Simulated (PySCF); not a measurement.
C₄H₅NO, SMILES Nc1ccco1. Atoms are numbered in the order given.

```xyz
11

N      2.0239     0.1708    -0.1786
C      0.6486     0.1639    -0.0403
C     -0.3058     1.1511    -0.0158
C     -1.5684     0.4633     0.0623
C     -1.2904    -0.8687     0.0849
O      0.0713    -1.0566     0.0206
H      2.4568     1.0508     0.0800
H      2.4824    -0.6213     0.2634
H     -0.1329     2.2235    -0.0521
H     -2.5572     0.9160     0.1012
H     -1.8912    -1.7703     0.1461
```
Charge 0, spin multiplicity 1.

Coordinates come from a B3LYP-D3(BJ)/def2-SVP optimisation. One conformer was computed; it need not be the lowest.

All values below come from PySCF with HF/pcSseg-1.

GIAO shieldings, no solvent; atoms listed in one row are averaged. δ = σ(ref) − σ: ¹⁵N against NH3 (σ = 267.3 ppm); ¹³C against TMS (σ = 192.6 ppm); ¹⁷O against H2O (σ = 333.0 ppm); ¹H against TMS (σ = 31.99 ppm), references at their B3LYP-D3(BJ)/def2-TZVP geometries, non-relativistic.

```json
[
 {"nucleus": "¹⁵N", "atoms": "N1", "count": "1", "δ (ppm)": "57.0"},
 {"nucleus": "¹³C", "atoms": "C2", "count": "1", "δ (ppm)": "168.8"},
 {"nucleus": "¹³C", "atoms": "C5", "count": "1", "δ (ppm)": "140.1"},
 {"nucleus": "¹³C", "atoms": "C4", "count": "1", "δ (ppm)": "123.7"},
 {"nucleus": "¹³C", "atoms": "C3", "count": "1", "δ (ppm)": "85.8"},
 {"nucleus": "¹⁷O", "atoms": "O6", "count": "1", "δ (ppm)": "253.1"},
 {"nucleus": "¹H", "atoms": "H11", "count": "1", "δ (ppm)": "7.30"},
 {"nucleus": "¹H", "atoms": "H10", "count": "1", "δ (ppm)": "6.86"},
 {"nucleus": "¹H", "atoms": "H9", "count": "1", "δ (ppm)": "5.54"},
 {"nucleus": "¹H", "atoms": "H8", "count": "1", "δ (ppm)": "3.77"},
 {"nucleus": "¹H", "atoms": "H7", "count": "1", "δ (ppm)": "3.40"}
]
```
